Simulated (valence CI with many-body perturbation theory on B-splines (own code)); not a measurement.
## Forbidden lines of Hg73+

Calculated by configuration interaction combined with many-body perturbation theory (CI+MBPT): five valence electrons over a frozen Dirac-Fock core [He], radial functions for each j: 9 s, 9 p, 8 d, 6 f, 3 g, 1 h, with the one-electron correlation potential Σ1, the two-electron term Σ2, the three-electron term Σ3, Breit, model QED; selected CI, second order for the rest (own B-spline code, finite nucleus).

The last digits are not significant, and no measured levels were compared; by estimate large intervals hold to a few tenths of a per cent, small ones and those within an open d or f shell to about a per cent. Among the levels kept, up to 1200 cm⁻¹ of a level comes from second order outside the variational space, and about a tenth of that is noise between levels of different J, which matters for small intervals.

Lines 1 to 50 of 62 in falling wavelength, among levels below 1005.6 Ry, chosen from the decays that carry over 1 % of a level's rate. Wavelengths and rates use the calculated energies. Electric multipoles are in the length gauge, E1 and E2 with the static RPA response of the core. S is in atomic units (e²a₀⁴ for E2 and M2, e²a₀⁶ for E3), for M1 in squared Bohr magnetons. Weak lines are less certain than strong ones. Lines between different terms over intervals too small for the method are left out, as are lines whose strength nearly cancels. The highest levels of a list are the least certain.

Levels are named by their leading jj configuration (3d3/2^4 stands for four electrons in 3d with j = 3/2), which in mixed levels can hold well under half, so a name can repeat and another be missing. Letters in brackets count levels of one name in rising energy.

| λ vac (nm) | Upper | Lower | Type | A (s⁻¹) | S (a.u.) |
| --- | --- | --- | --- | --- | --- |
| 0.6188 | (2s^2 2p1/2 2p3/2^2) J=3/2 | (2s^2 2p1/2^2 2p3/2) J=3/2 | M1 | 7.33e+10 | 2.57e+00 |
| 0.6172 | (2s^2 2p3/2^3) J=3/2 | (2s^2 2p1/2 2p3/2^2) J=1/2 | M1 | 1.82e+10 | 6.35e-01 |
| 0.6133 | (2s^2 2p1/2 2p3/2 3p1/2) J=1/2 | (2s^2 2p1/2^2 3p1/2) J=1/2 | M1 | 4.99e+10 | 8.54e-01 |
| 0.6118 | (2s^2 2p1/2 2p3/2^2) J=5/2 | (2s^2 2p1/2^2 2p3/2) J=3/2 | M1 | 1.21e+10 | 6.17e-01 |
| 0.6118 | (2s^2 2p1/2 2p3/2^2) J=5/2 | (2s^2 2p1/2^2 2p3/2) J=3/2 | E2 | 6.32e+08 | 2.90e-05 |
| 0.6115 | (2s^2 2p1/2 2p3/2 3p1/2) J=3/2 [a] | (2s^2 2p1/2^2 3p1/2) J=1/2 | M1 | 3.72e+10 | 1.26e+00 |
| 0.5992 | (2s^2 2p3/2^3) J=3/2 | (2s^2 2p1/2 2p3/2^2) J=5/2 | M1 | 1.98e+10 | 6.32e-01 |
| 0.5941 | (2s^2 2p1/2 2p3/2^2) J=1/2 | (2s^2 2p1/2^2 2p3/2) J=3/2 | M1 | 3.96e+10 | 6.15e-01 |
| 0.5941 | (2s^2 2p1/2 2p3/2^2) J=1/2 | (2s^2 2p1/2^2 2p3/2) J=3/2 | E2 | 5.25e+08 | 6.94e-06 |
| 0.5926 | (2s^2 2p3/2^3) J=3/2 | (2s^2 2p1/2 2p3/2^2) J=3/2 | M1 | 7.87e+10 | 2.43e+00 |
| 0.1198 | (2s^2 2p1/2 2p3/2 3p1/2) J=1/2 | (2s^2 2p1/2 2p3/2^2) J=1/2 | M1 | 4.10e+10 | 5.23e-03 |
| 0.1197 | (2s^2 2p1/2 2p3/2 3p1/2) J=3/2 [a] | (2s^2 2p1/2 2p3/2^2) J=1/2 | E2 | 4.34e+11 | 3.81e-06 |
| 0.1196 | (2s^2 2p1/2 2p3/2 3p1/2) J=5/2 | (2s^2 2p1/2 2p3/2^2) J=1/2 | E2 | 8.59e+11 | 1.12e-05 |
| 0.1191 | (2s^2 2p1/2 2p3/2 3p1/2) J=1/2 | (2s^2 2p1/2 2p3/2^2) J=5/2 | E2 | 9.13e+11 | 3.90e-06 |
| 0.1190 | (2s^2 2p1/2^2 3p1/2) J=1/2 | (2s^2 2p1/2^2 2p3/2) J=3/2 | E2 | 4.44e+12 | 1.90e-05 |
| 0.1190 | (2s^2 2p1/2^2 3p1/2) J=1/2 | (2s^2 2p1/2^2 2p3/2) J=3/2 | M1 | 1.25e+11 | 1.56e-02 |
| 0.1190 | (2s^2 2p1/2 2p3/2 3p1/2) J=3/2 [a] | (2s^2 2p1/2 2p3/2^2) J=5/2 | M1 | 7.54e+10 | 1.88e-02 |
| 0.1190 | (2s^2 2p1/2 2p3/2 3p1/2) J=3/2 [a] | (2s^2 2p1/2 2p3/2^2) J=5/2 | E2 | 3.99e+10 | 3.40e-07 |
| 0.1190 | (2s^2 2p1/2 2p3/2 3p1/2) J=3/2 [b] | (2s^2 2p1/2 2p3/2^2) J=1/2 | E2 | 4.19e+11 | 3.57e-06 |
| 0.1189 | (2s^2 2p1/2 2p3/2 3p1/2) J=5/2 | (2s^2 2p1/2 2p3/2^2) J=5/2 | E2 | 2.51e+12 | 3.20e-05 |
| 0.1189 | (2s^2 2p1/2 2p3/2 3p1/2) J=5/2 | (2s^2 2p1/2 2p3/2^2) J=5/2 | M1 | 5.97e+10 | 2.23e-02 |
| 0.1188 | (2s^2 2p1/2 2p3/2 3p1/2) J=1/2 | (2s^2 2p1/2 2p3/2^2) J=3/2 | E2 | 1.37e+12 | 5.80e-06 |
| 0.1188 | (2s^2 2p1/2 2p3/2 3p1/2) J=1/2 | (2s^2 2p1/2 2p3/2^2) J=3/2 | M1 | 1.07e+11 | 1.33e-02 |
| 0.1188 | (2s^2 2p1/2 2p3/2 3p1/2) J=3/2 [a] | (2s^2 2p1/2 2p3/2^2) J=3/2 | E2 | 2.68e+12 | 2.26e-05 |
| 0.1186 | (2s^2 2p1/2 2p3/2 3p1/2) J=5/2 | (2s^2 2p1/2 2p3/2^2) J=3/2 | E2 | 6.28e+11 | 7.90e-06 |
| 0.1183 | (2s^2 2p1/2 2p3/2 3p1/2) J=3/2 [b] | (2s^2 2p1/2 2p3/2^2) J=5/2 | E2 | 2.47e+12 | 2.05e-05 |
| 0.1181 | (2s^2 2p1/2 2p3/2 3p1/2) J=3/2 [b] | (2s^2 2p1/2 2p3/2^2) J=3/2 | E2 | 2.04e+11 | 1.67e-06 |
| 0.1128 | (2s^2 2p1/2 2p3/2 3p3/2) J=3/2 [b] | (2s^2 2p1/2 2p3/2^2) J=1/2 | E2 | 8.26e+11 | 5.40e-06 |
| 0.1128 | (2s 2p1/2^2 2p3/2 3p3/2) J=7/2 | (2s 2p1/2^2 2p3/2^2) J=5/2 | E2 | 1.50e+12 | 1.96e-05 |
| 0.1128 | (2s^2 2p1/2 2p3/2 3p3/2) J=5/2 [b] | (2s^2 2p1/2 2p3/2^2) J=1/2 | E2 | 8.90e+11 | 8.69e-06 |
| 0.1127 | (2s 2p1/2^2 2p3/2 3p3/2) J=1/2 [b] | (2s 2p1/2^2 2p3/2^2) J=3/2 | E2 | 2.70e+12 | 8.78e-06 |
| 0.1126 | (2s^2 2p1/2 2p3/2 3p3/2) J=5/2 [a] | (2s^2 2p1/2 2p3/2^2) J=5/2 | E2 | 3.52e+11 | 3.41e-06 |
| 0.1126 | (2s^2 2p1/2 2p3/2 3p3/2) J=1/2 [a] | (2s^2 2p1/2 2p3/2^2) J=5/2 | E2 | 3.79e+11 | 1.22e-06 |
| 0.1125 | (2s^2 2p1/2 2p3/2 3p3/2) J=3/2 [a] | (2s^2 2p1/2 2p3/2^2) J=5/2 | E2 | 1.11e+12 | 7.17e-06 |
| 0.1125 | (2s^2 2p1/2^2 3p3/2) J=3/2 | (2s^2 2p1/2^2 2p3/2) J=3/2 | E2 | 2.23e+12 | 1.44e-05 |
| 0.1125 | (2s^2 2p1/2 2p3/2 3p3/2) J=7/2 | (2s^2 2p1/2 2p3/2^2) J=5/2 | E2 | 1.59e+12 | 2.04e-05 |
| 0.1124 | (2s^2 2p1/2 2p3/2 3p3/2) J=5/2 [a] | (2s^2 2p1/2 2p3/2^2) J=3/2 | E2 | 1.39e+12 | 1.33e-05 |
| 0.1123 | (2s^2 2p1/2 2p3/2 3p3/2) J=1/2 [a] | (2s^2 2p1/2 2p3/2^2) J=3/2 | E2 | 1.46e+12 | 4.67e-06 |
| 0.1123 | (2s^2 2p1/2 2p3/2 3p3/2) J=3/2 [a] | (2s^2 2p1/2 2p3/2^2) J=3/2 | E2 | 5.05e+11 | 3.22e-06 |
| 0.1122 | (2s^2 2p1/2 2p3/2 3p3/2) J=7/2 | (2s^2 2p1/2 2p3/2^2) J=3/2 | E2 | 1.80e+11 | 2.29e-06 |
| 0.1122 | (2s^2 2p1/2 2p3/2 3p3/2) J=3/2 [b] | (2s^2 2p1/2 2p3/2^2) J=5/2 | E2 | 1.22e+11 | 7.74e-07 |
| 0.1119 | (2s^2 2p1/2 2p3/2 3p3/2) J=1/2 [b] | (2s^2 2p1/2 2p3/2^2) J=5/2 | E2 | 3.06e+12 | 9.58e-06 |
| 0.1116 | (2s^2 2p1/2 2p3/2 3p3/2) J=1/2 [b] | (2s^2 2p1/2 2p3/2^2) J=3/2 | E2 | 1.44e+12 | 4.45e-06 |
| 0.1115 | (2s 2p1/2^2 2p3/2 3p3/2) J=1/2 [b] | (2s 2p1/2^2 2p3/2^2) J=5/2 | E2 | 8.13e+11 | 2.50e-06 |
| 0.1103 | (2s 2p1/2^2 2p3/2 3d5/2) J=9/2 | (2s 2p1/2^2 2p3/2^2) J=5/2 | M2 | 1.41e+11 | 2.06e-06 |
| 0.1103 | (2s 2p1/2^2 2p3/2 3d5/2) J=9/2 | (2s 2p1/2^2 2p3/2^2) J=5/2 | E3 | 8.93e+09 | 5.64e-07 |
| 0.1099 | (2s^2 2p1/2 2p3/2 3d5/2) J=9/2 | (2s^2 2p1/2 2p3/2^2) J=5/2 | M2 | 1.41e+11 | 2.01e-06 |
| 0.1099 | (2s^2 2p1/2 2p3/2 3d5/2) J=9/2 | (2s^2 2p1/2 2p3/2^2) J=5/2 | E3 | 9.20e+09 | 5.65e-07 |
| 0.09512 | (2s^2 2p1/2 2p3/2 3p3/2) J=5/2 [a] | (2s^2 2p1/2^2 2p3/2) J=3/2 | E2 | 5.21e+11 | 2.17e-06 |
| 0.09509 | (2s^2 2p1/2 2p3/2 3p3/2) J=1/2 [a] | (2s^2 2p1/2^2 2p3/2) J=3/2 | E2 | 1.09e+12 | 1.51e-06 |
